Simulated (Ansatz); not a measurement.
`F[SiH2][GaH2]` + PH₃ → `[PH2][GaH2]` + `F[SiH3]` at 500 K and 1 bar (cleavage of the Ga–Si bond).

Calculated with Ansatz (gas phase, PBE0-D4/def2-TZVP geometries, no zero-point term in ΔE). CCSD(T)/CBS is the MP2 limit (def2-TZVPP, def2-QZVPP) plus CCSD(T) − MP2 in def2-TZVPP, frozen cores. This one scheme is used for every species. For Ga outer-core shells are correlated without core-valence functions, which leaves a few kJ/mol of doubt a bond. Scalar relativity is left out up to krypton.

```tsv
species	CCSD(T)/CBS energy (Eh)	H − E (kJ/mol)	S (J/(mol·K))
`F[SiH2][GaH2]`	-2315.24935	123.6	374.0
PH₃	-342.72256	81.5	231.4
`[PH2][GaH2]`	-2267.26620	110.9	330.7
`F[SiH3]`	-390.72345	94.1	267.5
```

H − E and S are ideal-gas, rigid-rotor, harmonic terms from PBE0-D4/def2-TZVP. 1 Eh = 2625.50 kJ/mol, R = 8.31446 J/(mol·K).

**Question.** By hand: ΔE, ΔH, ΔS and ΔG.

**Answer.** ΔE = (-2267.26620) + (-390.72345) − (-2315.24935) − (-342.72256) = -0.01774 Eh = -46.6 kJ/mol. Δ(H − E) = 110.9 + 94.1 − 123.6 − 81.5 = -0.1, so ΔH = -46.7 kJ/mol. ΔS = 330.7 + 267.5 − 374.0 − 231.4 = -7.2 J/(mol·K). ΔG = -46.7 − 500 × (-7.2)/1000 = -43.1 kJ/mol.

**Question.** By hand: the equilibrium constant, and the temperature at which ΔG would vanish if ΔH and ΔS stayed fixed.

**Answer.** log₁₀ K = −ΔG/(RT ln 10) = 4.5. ΔG = 0 at ΔH/ΔS = 6486 K, far beyond where these terms or the molecules hold.

The number of gas molecules stays the same, so ΔS is small and ΔH decides. A doubt of 5 kJ/mol in ΔE shifts log₁₀ K by 0.5 here. These are equilibria of isolated gas molecules and say nothing of rates. Largest T1 diagnostic: 0.014 (customary marks: 0.02 for closed shells, 0.045 for open ones).
